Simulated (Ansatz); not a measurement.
`[SiH3][SiH]1C=CS1` → `C1=CS[SiH2]1` + `[SiH2]`  (silylene loss)

Program: Ansatz. Geometries: PBE0-D4/def2-TZVP. ΔE: electronic, gas phase. CCSD(T)/CBS adds triple-zeta CCSD(T) − MP2 to the extrapolated MP2 energy (def2 sets, frozen cores). This one scheme is used for every species. DFT in def2-TZVPP.

(1) Is it downhill or uphill in electronic energy at CCSD(T)/CBS, and by how much? (An estimate is asked.)

(2) What do these levels give: r2SCAN-D4, B2PLYP, CCSD(T)/def2-TZVPP, HF/def2-QZVPP, MP2/def2-QZVPP, HF/CBS(def2)? (Estimate.)

Largest T1 diagnostic among the species: 0.014.

Results:

(1) The calculation gave: Uphill: ΔE = +242.5 kJ/mol.

(2) Computed: r2SCAN-D4 267.2, B2PLYP 235.6, CCSD(T)/def2-TZVPP 235.4, HF/def2-QZVPP 211.9, MP2/def2-QZVPP 256.0, HF/CBS(def2) 212.0 kJ/mol.

In def2-TZVPP, CCSD(T) changes the Hartree–Fock value by +23.5 kJ/mol (the triples alone add +6.6 kJ/mol) and MP2 by +40.0 kJ/mol. The D4 term adds +15.4 kJ/mol with B3LYP and +8.7 kJ/mol with PBE0; it sums over pairs of atoms, weighted by their polarisabilities, and B3LYP, whose exchange is more repulsive, gets the larger term.

B3LYP here is the variant with VWN-RPA as its local correlation; programs differ in this.
